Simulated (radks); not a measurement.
Results of a calculation; reference values are marked as such.
All-electron atom: Eu I in [Xe] 4f7 6s2 (the NIST ground configuration). Level of theory: Dirac Kohn-Sham, PBE, spin-unpolarised, spherical densities, finite nucleus; open shells fill j = l - 1/2 first; Fermi nuclear charge, rms radius 5.1115 fm (a radial shooting solver on a logarithmic mesh with Libxc functionals). Some entries of the table are withheld. Estimate them.

| orbital | occ. | eigenvalue (eV) | <r^2> (bohr^2) | r(max) (bohr) |
|---|---|---|---|---|
| 1s1/2 | 2 | -48312.90 | 0.0006793 | 0.01420 |
| 2s1/2 | 2 | -7929.517 | 0.01062 | (1) |
| 2p1/2 | 2 | -7523.197 | 0.007724 | 0.06107 |
| 2p3/2 | 4 | -6875.174 | 0.008963 | 0.06680 |
| 3s1/2 | 2 | -1744.540 | 0.07107 | 0.2291 |
| 3p1/2 | 2 | -1568.950 | 0.06632 | 0.2162 |
| 3p3/2 | 4 | -1436.855 | 0.07345 | 0.2283 |
| 3d3/2 | 4 | -1132.862 | 0.05886 | 0.1818 |
| 3d5/2 | 6 | -1104.119 | 0.06086 | 0.1852 |
| 4s1/2 | 2 | -346.1227 | 0.3619 | 0.5278 |
| 4p1/2 | 2 | -278.2855 | 0.3820 | 0.5329 |
| 4p3/2 | 4 | -249.1564 | 0.4214 | 0.5588 |
| 4d3/2 | 4 | (2) | 0.4882 | 0.5686 |
| 4d5/2 | 6 | (3) | 0.5041 | 0.5771 |
| 5s1/2 | 2 | -44.5147 | 2.153 | 1.235 |
| 5p1/2 | 2 | -26.3846 | 2.783 | 1.352 |
| 5p3/2 | 4 | -22.6005 | 3.155 | 1.430 |
| 6s1/2 | 2 | -3.6191 | 20.76 | 3.628 |
| 4f5/2 | 6 | -2.8759 | 1.330 | 0.5904 |
| 4f7/2 | 1 | -2.2639 | 1.416 | 0.5956 |

Answer. 
(1) 2s1/2 r(max) (bohr): 0.08072
(2) 4d3/2 eigenvalue (eV): -137.4742
(3) 4d5/2 eigenvalue (eV): -132.2499
